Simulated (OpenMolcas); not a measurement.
**W5+: moving or changing the point charges**

W5+ among 3 point charges of -1 e arranged as a planar triangle (D3h), 1.88 Å from the ion.
```
   1.8800    0.0000    0.0000  -1.00
  -0.9400    1.6281    0.0000  -1.00
  -0.9400   -1.6281    0.0000  -1.00
```

```yaml
Program: OpenMolcas 26.06
Method: "SS-CASPT2, IPEA 0.25 Eh, imaginary shift 0.1 Eh (closed shells correlated: 4f 5s 5p)"
Basis: ANO-RCC-VDZP [7s6p4d2f1g]
Scalar_Hamiltonian: DKH2, point nucleus
Active_space: 1 electron in 5 orbitals (5d)
State_averaging: 2S+1 = 2 even, 5 roots
Spin-orbit_coupling: RASSI with atomic mean-field integrals over the reference wave functions
```

Runs around this geometry, states (labels of D3, the rotations of D3h). Energies in cm-1 above the lowest state or level, χT in cm3 K/mol.

```
R (Å)  q (e)  Ground state  First state of that spin  First gap with spin-orbit (degeneracies)  χT at 300 K
 1.88  -0.65           2A1                    2E 590                               4320 (2, 2)        0.187
  1.7     -1           2A1                   2E 1610                               6650 (2, 2)        0.170
 1.88     -1           2A1                   2E 1350                               5860 (2, 2)        0.176
  2.1     -1           2A1                   2E 1100                               4780 (2, 2)        0.182
```

Taking the first state of the same spin as R^-n, n = -ln(1100 / 1610) / ln(2.1 / 1.7) = 1.8 between the shortest and longest distance.

Scaling the charges by -0.65 / -1 = 0.65 scales the first state of the same spin by 590 / 1350 = 0.44; with fixed orbitals a first-order splitting would follow the charge.

Roots that are degenerate in the reference are averaged as groups; the widest CASPT2 spread within a group is 84 cm-1 (the 2-fold group of multiplicity 2 near 8040 cm-1 above the lowest state of its run, R = 2.1, q = -1). Shifts and gaps below about the spread of the groups concerned are not significant. Free-ion shares, where given, are those of the reference states; single-state CASPT2 does not remix them. Spin-orbit coupling mixes the spin-free states strongly: the lowest level takes only 57 % from its leading state, 2E, which lies 588 cm-1 above the lowest spin-free state (figures for R = 1.88, q = -0.65; the like holds for R = 1.7, q = -1, R = 1.88, q = -1, R = 2.1, q = -1). This is an electrostatic model: the charges have no orbitals. No measured value stands beside these numbers.
